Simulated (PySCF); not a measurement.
C3H4, SMILES C1=CC1.

The structure is a stationary point at B3LYP-D3(BJ)/def2-TZVP.

Two levels are set side by side: TDA-PBE/def2-SVPD (PySCF) and ADC(2)/aug-cc-pVDZ (PySCF). Vertical, same geometry; the bases differ. Differences are taken from unrounded values.

```csv
quantity,ADC(2)
lowest singlet excitation (eV),6.71
```

Q: What does TDA-PBE give, and how far is it from ADC(2)? (The exact figures need the calculation; the answer reports its results.)

A: 
| quantity | TDA-PBE | TDA-PBE minus ADC(2) |
|---|---|---|
| lowest singlet excitation (eV) | 6.35 | -0.36 |

A lower first singlet is the usual sign of a functional without exact exchange. Differences between two approximate levels are no errors against the true value.

Rough cost on one machine, each run with all the roots and properties that it gave: ADC(2) against TDA-PBE about 5 times.
